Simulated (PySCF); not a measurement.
Geometry (Å), atoms numbered from 1 in this order:
```xyz
21

C    -2.0948   -1.6197   -0.0737
C    -2.0200   -0.1101   -0.2841
Si   -0.7085    0.7438    0.7743
Si   -0.5933    3.0373    0.2863
C     0.9771    0.0036    0.4311
C     1.9712   -0.3314    1.3274
C     3.1501   -0.8328    0.7106
C     3.0452   -0.8757   -0.6558
S     1.5175   -0.3035   -1.1830
H    -1.1365   -2.1031   -0.3200
H    -2.3281   -1.8712    0.9730
H    -2.8710   -2.0795   -0.7054
H    -2.9926    0.3693   -0.0776
H    -1.7923    0.1233   -1.3398
H    -0.9770    0.5356    2.2335
H     0.4691    3.6893    1.1136
H    -1.8902    3.7435    0.5374
H    -0.2411    3.2082   -1.1594
H     1.8523   -0.2215    2.4072
H     4.0390   -1.1540    1.2556
H     3.7860   -1.2187   -1.3774
```

Geometry: PBE0-D3(BJ)/def2-SVP; GIAO shifts from PySCF 2.14, gas phase, non-relativistic, averaged over equivalent atoms.

At B3LYP/pcSseg-1 (234 basis functions, 55 s wall time on 1 thread of an Arm Neoverse V2, shared host):
```
      atoms  δ (ppm)
         C5    142.4
         C6    142.3
         C8    141.5
         C7    133.2
         C1     11.7
         C2      9.7
        Si3    -35.0
        Si4   -102.1
         S9    261.7
        H21     7.40
        H19     7.32
        H20     7.09
        H15     4.70
H16/H17/H18     3.35
H10/H11/H12     1.10
        H14     0.98
        H13     0.85
```

Chemical shifts δ = σref − σ; TMS for 13C (σref 179.24) and 29Si (σref 337.86) and 1H (σref 31.38); 33S (σref 485.41) vs CS2, all at this level.

Task: Estimate the result of repeating the calculation with PBE0/pcSseg-1.

Result: 
```json
{"atoms": "C5", "δ at PBE0/pcSseg-1": "139.7", "change": "-2.7"}
{"atoms": "C6", "δ at PBE0/pcSseg-1": "142.3", "change": "+0.0"}
{"atoms": "C8", "δ at PBE0/pcSseg-1": "140.8", "change": "-0.7"}
{"atoms": "C7", "δ at PBE0/pcSseg-1": "133.1", "change": "-0.1"}
{"atoms": "C1", "δ at PBE0/pcSseg-1": "11.1", "change": "-0.6"}
{"atoms": "C2", "δ at PBE0/pcSseg-1": "8.4", "change": "-1.3"}
{"atoms": "Si3", "δ at PBE0/pcSseg-1": "-37.3", "change": "-2.3"}
{"atoms": "Si4", "δ at PBE0/pcSseg-1": "-102.6", "change": "-0.5"}
{"atoms": "S9", "δ at PBE0/pcSseg-1": "248.6", "change": "-13.1"}
{"atoms": "H21", "δ at PBE0/pcSseg-1": "7.54", "change": "+0.14"}
{"atoms": "H19", "δ at PBE0/pcSseg-1": "7.43", "change": "+0.11"}
{"atoms": "H20", "δ at PBE0/pcSseg-1": "7.21", "change": "+0.12"}
{"atoms": "H15", "δ at PBE0/pcSseg-1": "4.83", "change": "+0.13"}
{"atoms": "H16/H17/H18", "δ at PBE0/pcSseg-1": "3.44", "change": "+0.09"}
{"atoms": "H10/H11/H12", "δ at PBE0/pcSseg-1": "1.08", "change": "-0.02"}
{"atoms": "H14", "δ at PBE0/pcSseg-1": "1.00", "change": "+0.02"}
{"atoms": "H13", "δ at PBE0/pcSseg-1": "0.84", "change": "-0.01"}
```

δ = σ(ref) − σ, references computed at the same level: 13C (σref 184.41), 29Si (σref 351.99), 1H (σref 31.27) against TMS; CS2 for 33S (σref 495.66).

The largest change is at S9 (aromatic ring sulfur). Cost: 234 basis functions, 58 s wall time on 1 thread of an Arm Neoverse V2, shared host. The order of the carbon signals changes between the two levels.
